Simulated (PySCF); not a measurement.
Computed shifts of a molecule C₄H₅Cl₂F, KT2/pcSseg-1 (PySCF), GIAO, gas phase, equivalent atoms averaged, in ppm (number of nuclei): ¹³C: 163.1 (1), 97.4 (1), 91.1 (1), 52.3 (1). ¹⁹F: -103.4 (1). ¹H: 6.51 (1), 5.33 (1), 4.86 (1), 3.15 (1), 2.87 (1). References: ¹³C against TMS (σ = 185.1 ppm); ¹⁹F against CFCl3 (σ = 127.1 ppm); ³⁵Cl against HCl (σ = 945.4 ppm); ¹H against TMS (σ = 31.47 ppm), references at their B3LYP-D3(BJ)/def2-TZVP geometries, non-relativistic (without spin–orbit terms, shifts of atoms bonded to Cl or Br come out too high). Geometry optimised at r2SCAN-D4/def2-SVP. The values are those of a single conformer.

Question: Pick the molecule that these values belong to.
A) C[C@H](F)C=C(Cl)Cl
B) C=C(F)CC(Cl)Cl
C) FC1(C(Cl)Cl)CC1
D) F/C=C(\Cl)CCCl

Answer: B, C=C(F)CC(Cl)Cl
